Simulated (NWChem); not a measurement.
Molecule: GeH$_{3}$SeF; SMILES F[Se][GeH3]

All runs: NWChem. Medium grid unless said otherwise, to which SCAN and Minnesota functionals are sensitive. The geometry was optimised at PBE0/def2-SVP. B3LYP is NWChem's, with the RPA form of VWN correlation. Total energies of different functionals are on different scales.

```
level                                  energy (Ha)  highest occupied level (eV)  orbital gap (eV)  dipole (D)
-------------------------------------  -----------  ---------------------------  ----------------  ----------
B3LYP/def2-TZVP                         -4580.3244                        -6.74              4.31        2.30
PBE/def2-TZVP                           -4579.4657                        -5.71              2.53        2.10
MPW1K/def2-TZVP                         -4580.5028                        -7.91              6.42        2.45
B3PW91/def2-TZVP                        -4580.2373                        -6.78              4.37        2.28
PBE0/def2-TZVP                          -4579.5938                        -6.98              4.79        2.30
LDA (Slater exchange, VWN5)/def2-TZVP   -4573.0303                        -5.84              2.41        2.22
OLYP/def2-TZVP                          -4581.4796                        -5.56              2.61        2.10
r2SCAN/def2-TZVP                        -4580.1744                        -6.01              2.95        2.19
PW6B95/def2-TZVP                        -4582.4268                        -7.06              4.97        2.35
```
